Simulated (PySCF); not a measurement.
## How exact exchange moves a shielding

Molecule: `[SiH3]/C=C\[SiH2]P`, C₂H₉PSi₂.

Numbering as in the mapped SMILES `[SiH3:1]/[CH:2]=[CH:3]\[SiH2:4][PH2:5]` (H(Xn): hydrogen on atom n).

GIAO shieldings (ppm, equivalent atoms averaged) in PySCF 2.14 on the PBE0-D3(BJ)/def2-SVP geometry, basis pcSseg-1, gas phase, non-relativistic:

```tsv
functional	exact exchange (%)	σ(Si4)	σ(Si1)
BLYP	0	379.2	410.8
BP86	0	390.3	419.1
PBE	0	392.1	420.9
B3LYP	20	391.3	421.0
mPW1PW91	25	404.2	430.6
BHandHLYP	50	409.1	436.5
HF	100	441.1	464.7
```

Task: Fit each shielding as a line in the percentage of exact exchange.

Result: σ(Si4) = 386.3 + 0.53 x (rms 4.9 ppm); σ(Si1) = 416.0 + 0.47 x (rms 3.8 ppm). The functionals also differ in their semilocal parts, which the line can't hold; Hartree–Fock has no correlation at all.

Task: What does the line predict for PBE0 (25 %), and what does the run give?

Result: σ(Si4): 399.6 predicted, 406.4 computed; σ(Si1): 427.8 predicted, 433.1 computed ppm.
